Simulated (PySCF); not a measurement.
## Sc (scandium, neutral) across methods

[Ar] 3d2 4s1, high-spin 4F determinant (an excited configuration). Calculation: PySCF 2.14, in aug-cc-pVDZ-DK; the spin-free X2C one-electron Hamiltonian (Gaussian nucleus). The B2PLYP total includes its PT2 part (frozen core); its orbital energies are those of the SCF part.

```csv
method,E (hartree),mean ε 3p β (eV),mean ε 3d α (eV),mean ε 4s α (eV),Σ⟨r²⟩ (bohr²),⟨S²⟩
UHF,-763.24221,-37.663,-5.778,-5.411,45.61,3.752
B2PLYP,-763.913,-33.951,-3.867,-4.602,45.15,3.751
r2SCAN,-764.123,-30.298,-2.088,-3.886,45.47,3.751
B3LYP,-764.176,-31.396,-2.690,-4.153,45.35,3.750
PBE0,-763.969,-31.847,-2.925,-4.270,45.31,3.751
wB97X,-764.137,-34.213,-4.843,-5.475,45.50,3.751
LDA,-762.174,-29.733,-1.934,-3.981,45.92,3.750
TPSS,-764.183,-29.806,-1.968,-3.721,45.88,3.750
PBE,-763.940,-29.666,-1.949,-3.809,46.26,3.750
```
